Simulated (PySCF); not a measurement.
Frontier orbitals and the lowest excitations

C5H10Si.
Z-matrix (Å and degrees, GFN2-xTB geometry), rows numbered from 1:
```
C 
C   1  1.3306
C   2  1.4995  1  121.06
C   2  1.4682  1  120.92  3  -178.70
C   4  1.5369  2  122.13  1  -156.45
Si  5  1.8755  4   67.19  2  -114.49
H   1  1.0765  2  122.11  3     0.31
H   1  1.0771  2  121.71  3  -179.68
H   3  1.0890  2  110.83  1  -126.55
H   3  1.0870  2  110.46  1    -5.82
H   3  1.0899  2  110.45  1   113.87
H   4  1.0856  2  111.74  1   -17.11
H   5  1.0802  4  116.32  6   113.30
H   5  1.0816  4  115.03  6  -114.29
H   6  1.4513  4  119.17  5  -103.83
H   6  1.4515  4  117.45  5   105.25
```

Computed with PySCF, TDDFT CAM-B3LYP/def2-SVPD, vertical, gas phase, core orbitals frozen in the response.

Kohn–Sham orbitals with the atoms that hold most of them (Löwdin shares over 4%, at most four atoms; ? is withheld):

```
orbital  ε (eV)                              atoms
 LUMO+2    1.63  Si6 33%, H16 14%, H15 12%, C5 11%
 LUMO+1    1.33     Si6 30%, C3 10%, H16 7%, C1 7%
   LUMO    0.84                                  ?
   HOMO       ?                                  ?
 HOMO-1   -8.97    C5 29%, Si6 17%, C2 14%, C1 12%
 HOMO-2  -10.46     C4 29%, C5 18%, C2 12%, Si6 9%
 HOMO-3  -10.94     C2 19%, C4 17%, C3 16%, C1 12%
```

Give the leading atoms of the HOMO.

C1 (bonded to C and 2 H) 25%; C4 (bonded to 2 C, Si and H) 17%; Si6 (bonded to 2 C and 2 H) 17%; C2 (bonded to 3 C) 17%. By element: carbon 59% or more, silicon 17%.

Give the leading atoms of the LUMO.

Si6 (bonded to 2 C and 2 H) 33%; H16 (bonded to Si) 10%; H15 (bonded to Si) 10%; C5 (bonded to C, Si and 2 H) 9%. By element: silicon 33%, hydrogen 20% or more, carbon 9% or more.

What is the HOMO energy, and the HOMO–LUMO gap?

ε(HOMO) = -7.34 eV; the gap is 8.18 eV (0.3007 hartree).

The HOMO–LUMO gap is 8.18 eV. Where does the response calculation put the lowest singlet, and from which orbitals?

S1 is at 5.51 eV (f = 0.290), 2.67 eV below the gap, made of HOMO→LUMO (94%). Without the coupling terms of the response equations the lowest excitation would equal the gap.

Give energy, strength and leading configuration of S1 and S2, and follow the Löwdin shares of the leading atoms from the occupied to the empty orbital.

- S1 (5.51 eV, f 0.290), HOMO→LUMO (94%): C1 25% → at most 9%, C4 17% → at most 9%, Si6 17% → 33%, H16 at most 17% → 10%
- S2 (5.90 eV, f 0.0096), HOMO→LUMO+1 (75%): C1 25% → 7%, C4 17% → at most 7%, Si6 17% → 30%, C3 at most 17% → 10%

One conformer stands for the species.
